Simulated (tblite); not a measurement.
A geometry optimisation, step by step.

Species: C6H13PS.
Numbering: `[CH2:1]=[CH:2][P@@:3]([CH3:4])(=[S:5])[CH:6]([CH3:7])[CH3:8]` (hydrogens: H9, H10 on C1; H11 on C2; H12, H13, H14 on C4; H15 on C6; H16, H17, H18 on C7; H19, H20, H21 on C8)

Computed with GFN2-xTB (tblite), gas phase: L-BFGS steps from a force-field or distance-geometry start until the largest atomic force falls under 0.01 eV/Å. 5 of its 99 geometries are shown.

Step 0: E = -686.5515 eV, largest atomic force 2.895 eV/Å
```
atom  x, y, z in Å  |  force x, y, z in eV/Å
C1      2.917   -0.722   -0.651   -1.190   0.321   0.329
C2      1.786   -0.559    0.065    2.509  -1.439   0.130
P3      0.393    0.370   -0.445   -1.570   0.756  -1.187
C4      0.753    1.974    0.319    0.190   0.615   0.955
S5     -0.071    0.519   -2.336    0.255  -0.163   0.272
C6     -0.954   -0.296    0.629   -0.462  -0.325   0.767
C7     -1.282   -1.751    0.308    0.017  -0.318   0.036
C8     -2.222    0.546    0.598   -0.361   0.203  -0.175
H9      3.018   -0.276   -1.635   -0.030  -0.133   0.165
H10     3.738   -1.308   -0.274    0.039   0.065  -0.053
H11     1.750   -1.042    1.048   -0.179   0.198  -0.251
H12     0.895    1.847    1.408    0.031   0.042  -0.366
H13    -0.067    2.677    0.175    0.051  -0.055  -0.205
H14     1.670    2.394   -0.102   -0.139  -0.076  -0.063
H15    -0.566   -0.248    1.660    0.086  -0.055  -0.063
H16    -0.392   -2.382    0.389   -0.019   0.083  -0.085
H17    -2.023   -2.146    1.017    0.158   0.198  -0.203
H18    -1.685   -1.861   -0.701    0.090   0.136   0.102
H19    -2.671    0.551   -0.401    0.179  -0.032   0.127
H20    -2.020    1.580    0.880    0.002  -0.058  -0.017
H21    -2.977    0.153    1.297    0.342   0.036  -0.215
```

Step 24: E = -686.7559 eV, largest atomic force 0.076 eV/Å
```
atom  x, y, z in Å  |  force x, y, z in eV/Å
C1      2.840   -0.744   -0.677    0.022  -0.003   0.024
C2      1.818   -0.621    0.152    0.003   0.028  -0.023
P3      0.366    0.363   -0.351    0.045   0.058   0.008
C4      0.757    2.022    0.348    0.013   0.029   0.008
S5     -0.001    0.398   -2.253   -0.008  -0.005  -0.008
C6     -0.984   -0.315    0.736    0.002   0.016  -0.008
C7     -1.251   -1.746    0.294   -0.002   0.002   0.007
C8     -2.227    0.550    0.595   -0.013   0.006  -0.002
H9      2.806   -0.282   -1.655   -0.005  -0.070   0.028
H10     3.729   -1.299   -0.423    0.000   0.007  -0.037
H11     1.806   -1.073    1.137    0.007   0.029  -0.031
H12     0.916    1.978    1.424   -0.030   0.008  -0.004
H13    -0.054    2.707    0.105    0.001  -0.019   0.020
H14     1.663    2.379   -0.142    0.002  -0.030  -0.006
H15    -0.620   -0.291    1.770   -0.005  -0.014   0.003
H16    -0.342   -2.347    0.340   -0.006  -0.002   0.012
H17    -2.009   -2.207    0.924   -0.013  -0.020  -0.013
H18    -1.603   -1.746   -0.737    0.007  -0.019   0.006
H19    -2.554    0.553   -0.444    0.002   0.009  -0.015
H20    -2.031    1.578    0.895   -0.006  -0.004   0.035
H21    -3.034    0.158    1.212   -0.016  -0.005  -0.007
```

Step 49: E = -686.7813 eV, largest atomic force 0.054 eV/Å
```
atom  x, y, z in Å  |  force x, y, z in eV/Å
C1      2.768   -0.869   -0.734    0.004  -0.033  -0.003
C2      1.869   -0.531    0.173   -0.046   0.005   0.027
P3      0.382    0.397   -0.326   -0.019   0.003  -0.003
C4      0.731    2.060    0.380   -0.001   0.003   0.013
S5      0.006    0.439   -2.226    0.016  -0.024   0.009
C6     -0.971   -0.317    0.749    0.024  -0.004  -0.011
C7     -1.213   -1.744    0.281    0.007  -0.021  -0.013
C8     -2.220    0.539    0.596    0.027   0.007   0.004
H9      2.595   -0.640   -1.776    0.004  -0.003  -0.011
H10     3.684   -1.381   -0.489    0.000  -0.022  -0.002
H11     1.986   -0.746    1.228    0.014   0.017  -0.022
H12     0.818    2.030    1.463   -0.011   0.017   0.018
H13    -0.064    2.739    0.076   -0.009   0.005   0.024
H14     1.669    2.402   -0.057   -0.012   0.020   0.002
H15    -0.624   -0.311    1.788   -0.005   0.004  -0.006
H16    -0.327   -2.361    0.429    0.033   0.002  -0.010
H17    -2.043   -2.194    0.823   -0.007  -0.001   0.019
H18    -1.453   -1.742   -0.781   -0.008  -0.008  -0.030
H19    -2.405    0.727   -0.462   -0.019  -0.002  -0.009
H20    -2.109    1.493    1.107    0.000   0.032  -0.013
H21    -3.087    0.027    1.008    0.006   0.004   0.017
```

Step 74: E = -686.7966 eV, largest atomic force 0.036 eV/Å
```
atom  x, y, z in Å  |  force x, y, z in eV/Å
C1      2.683   -1.018   -0.736   -0.015  -0.013   0.002
C2      1.905   -0.467    0.179   -0.012   0.004   0.034
P3      0.411    0.449   -0.321    0.013   0.000   0.007
C4      0.670    2.107    0.433    0.011   0.013   0.014
S5      0.070    0.492   -2.227   -0.011  -0.004   0.017
C6     -0.937   -0.309    0.728    0.002   0.004  -0.013
C7     -1.153   -1.734    0.238   -0.003  -0.005  -0.002
C8     -2.193    0.538    0.581   -0.004  -0.003   0.001
H9      2.425   -0.928   -1.781    0.015  -0.016  -0.004
H10     3.578   -1.569   -0.493   -0.017   0.024  -0.006
H11     2.115   -0.526    1.240   -0.012   0.010  -0.018
H12     0.744    2.047    1.517    0.015   0.000   0.018
H13    -0.167    2.744    0.150    0.007   0.013  -0.012
H14     1.585    2.528    0.020    0.015   0.000  -0.013
H15    -0.600   -0.315    1.771    0.006  -0.003  -0.018
H16    -0.246   -2.327    0.359    0.013   0.010  -0.001
H17    -1.958   -2.215    0.790   -0.011   0.004   0.007
H18    -1.413   -1.724   -0.820   -0.004   0.012  -0.005
H19    -2.403    0.700   -0.477   -0.022  -0.025   0.010
H20    -2.078    1.508    1.063    0.016  -0.009   0.000
H21    -3.047    0.036    1.033   -0.002  -0.017  -0.018
```

Step 98: E = -686.8000 eV, largest atomic force 0.009 eV/Å
```
atom  x, y, z in Å  |  force x, y, z in eV/Å
C1      2.646   -1.052   -0.719    0.000   0.002  -0.003
C2      1.900   -0.443    0.186   -0.002  -0.003  -0.004
P3      0.408    0.474   -0.316   -0.002  -0.005  -0.002
C4      0.689    2.127    0.444   -0.001   0.000   0.000
S5      0.061    0.524   -2.221    0.000   0.002   0.000
C6     -0.935   -0.306    0.720    0.001   0.003  -0.003
C7     -1.132   -1.729    0.216    0.002   0.000   0.000
C8     -2.207    0.516    0.580   -0.002   0.002   0.000
H9      2.370   -1.008   -1.763   -0.001  -0.005   0.008
H10     3.539   -1.602   -0.469   -0.002   0.004  -0.002
H11     2.134   -0.453    1.242   -0.001  -0.004   0.000
H12     0.777    2.064    1.527    0.002  -0.001   0.001
H13    -0.139    2.780    0.170   -0.005   0.001   0.000
H14     1.606    2.533    0.018    0.004   0.000   0.002
H15    -0.598   -0.318    1.763   -0.002   0.005  -0.003
H16    -0.214   -2.307    0.318    0.003  -0.001   0.002
H17    -1.924   -2.228    0.772    0.003  -0.001   0.001
H18    -1.407   -1.708   -0.838    0.005   0.000  -0.002
H19    -2.444    0.645   -0.476    0.000  -0.001  -0.004
H20    -2.096    1.500    1.033    0.000   0.002   0.006
H21    -3.042    0.009    1.060   -0.004   0.002   0.003
```

Problem. Summarise the path.

Solution. The energy falls by 5.73 kcal/mol from step 0 to step 98; nine tenths of that is first reached at step 44. It falls at every step. The largest force goes from 2.895 to 0.009 eV/Å. Among the bonds C2–P3 changes most, from 1.751 to 1.821 Å; the atoms move by 0.352 Å rms after alignment.

What follows is the cost of the whole relaxation. Hardware: Arm Neoverse V1, one thread, no GPU, on a shared host. Cost: 0.87 s wall.
